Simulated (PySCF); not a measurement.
**Electron correlation in N²⁺ (nitrogen, charge +2)**

[He] 2s2 2p1, 2P determinant. Computed with PySCF 2.14 in aug-cc-pVDZ (4s3p2d, 23 functions), with no relativity, point nucleus. Frozen: 1s2; 3 electrons correlated.

MP2 pair energies summed by pair of shells (mhartree):

```json
{"pair": "2s-2s", "energy": "-29.76", "share (%)": "64.5"}
{"pair": "2s-2p", "energy": "-16.35", "share (%)": "35.5"}
```

Total MP2 correlation energy: -46.11 mhartree.

Same-spin part -2.35 and opposite-spin part -43.76 mhartree; SCS-MP2 scales them by 1/3 and 6/5 to -53.30 mhartree.

```tsv
level	correlation energy (mhartree)
CCSD	-74.67
(T)	-0.56
CCSD(T)	-75.23
```

Diagnostics: T1 = 0.0067, D1 = 0.0130, largest double amplitude 0.139.

Cost of the coupled-cluster step: 0.12 s of wall time on 1 thread of Neoverse-V1 (shared host), for 3 correlated electrons.

Iterations:

```
CC2 = 0
CCSD nocc = (np.int64(2), np.int64(1)), nmo = (22, 22)
frozen orbitals [[0], [0]]
max_cycle = 100
direct = 0
conv_tol = 1e-08
conv_tol_normt = 1e-06
diis_space = 8
diis_start_cycle = 0
Init t2, MP2 energy = -0.046114097917141
Init E_corr(UCCSD) = -0.0461140979172622
cycle = 1  E_corr(UCCSD) = -0.0622509310455135  dE = -0.0161368331  norm(t1,t2) = 0.0538612
cycle = 2  E_corr(UCCSD) = -0.0688551831397586  dE = -0.00660425209  norm(t1,t2) = 0.0259779
cycle = 3  E_corr(UCCSD) = -0.0747513101392853  dE = -0.005896127  norm(t1,t2) = 0.0130203
cycle = 4  E_corr(UCCSD) = -0.0746437785596702  dE = 0.00010753158  norm(t1,t2) = 0.000871931
cycle = 5  E_corr(UCCSD) = -0.0746815721581901  dE = -3.77935985e-05  norm(t1,t2) = 0.000123329
cycle = 6  E_corr(UCCSD) = -0.0746662598373293  dE = 1.53123209e-05  norm(t1,t2) = 2.72348e-05
cycle = 7  E_corr(UCCSD) = -0.0746711132219971  dE = -4.85338467e-06  norm(t1,t2) = 1.05228e-05
cycle = 8  E_corr(UCCSD) = -0.0746711190990525  dE = -5.87705541e-09  norm(t1,t2) = 5.17625e-07
UCCSD converged
E(UCCSD) = -52.88194012012248  E_corr = -0.07467111909905252
UCCSD(T) correction = -0.000563165158825524
```
